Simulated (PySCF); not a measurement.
**Rb₂O: bending curve**

Level of theory: PBE0/[O def2-TZVP, Rb def2-TZVP with ECP28], scalar-relativistic core potentials, density fitting, no spin–orbit coupling, PySCF.

Rigid scan from the singlet minimum (O–Rb 2.386 Å (×2); Rb–O–Rb 180.0°). Coordinate: the Rb–O–Rb angle, bonds fixed. Energies in kJ/mol from the minimum.

(1) Predict the curve at 80, 90, 100, 110, 120, 130, 140, 150, 160, 170, 180.

## Answers

(1) 
```json
{"bond angle (°)": "80", "E (kJ/mol)": "130.0", "dipole size (D)": "9.13"}
{"bond angle (°)": "90", "E (kJ/mol)": "90.1", "dipole size (D)": "8.55"}
{"bond angle (°)": "100", "E (kJ/mol)": "62.1", "dipole size (D)": "7.85"}
{"bond angle (°)": "110", "E (kJ/mol)": "42.0", "dipole size (D)": "7.07"}
{"bond angle (°)": "120", "E (kJ/mol)": "28.0", "dipole size (D)": "6.21"}
{"bond angle (°)": "130", "E (kJ/mol)": "17.8", "dipole size (D)": "5.29"}
{"bond angle (°)": "140", "E (kJ/mol)": "10.5", "dipole size (D)": "4.30"}
{"bond angle (°)": "150", "E (kJ/mol)": "5.5", "dipole size (D)": "3.27"}
{"bond angle (°)": "160", "E (kJ/mol)": "2.4", "dipole size (D)": "2.20"}
{"bond angle (°)": "170", "E (kJ/mol)": "0.7", "dipole size (D)": "1.11"}
{"bond angle (°)": "180", "E (kJ/mol)": "0.0", "dipole size (D)": "0.00"}
```

Other isomers or separated fragments may lie lower.

The scan took 11 s on 2 threads of a shared Intel Xeon Platinum 8488C (Sapphire Rapids) host; the process peaked at 0.85 GiB.
